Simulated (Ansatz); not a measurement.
CH7BSSi2, relaxed with RKS PBE-D4/def2-SVP in Ansatz from a rough embedded geometry. The force threshold is 0.03 eV/Å; the program also tests the step.

Charge 0, multiplicity 1. The bonds changed during the relaxation, so this is another structure than the one it started from.

Start:

```xyz
12

B    -1.555    1.428    0.904
Si   -0.175    0.951   -0.381
C     0.987   -0.252    0.363
Si    0.607   -1.719   -0.713
S    -0.903   -0.510   -1.805
H    -2.172    0.660    1.429
H    -1.773    2.610    1.050
H     0.557    2.061   -1.036
H     0.784   -0.443    1.475
H     2.073    0.054    0.255
H     1.652   -2.071   -1.580
H    -0.082   -2.767    0.039
```

Problem. By how much does the energy fall, and how many steps does the optimiser take? (An estimate is asked.)

Solution. Computed: 113.80 kJ/mol, in 16 steps, 2 of them rejected.

Problem. Which bonds change most? (Estimate.)

Solution. Ansatz gave: B1–S5 from 3.395 to 2.047 Å; Si2–S5 from 2.167 to 2.339 Å; B1–H6 from 1.115 to 1.219 Å; Si4–H11 from 1.402 to 1.501 Å.

Problem. Give the relaxed structure. (Best estimate.)

Solution. The calculation gave: 
```xyz
12

B    -1.644    0.968    0.414
Si    0.262    1.297    0.056
C     1.379   -0.209    0.429
Si    0.248   -1.429   -0.476
S    -1.139    0.059   -1.349
H    -1.918    0.161    1.287
H    -2.418    1.861    0.125
H     0.938    2.385   -0.735
H     1.494   -0.394    1.516
H     2.377   -0.165   -0.048
H     0.920   -2.139   -1.616
H    -0.498   -2.396    0.396
```
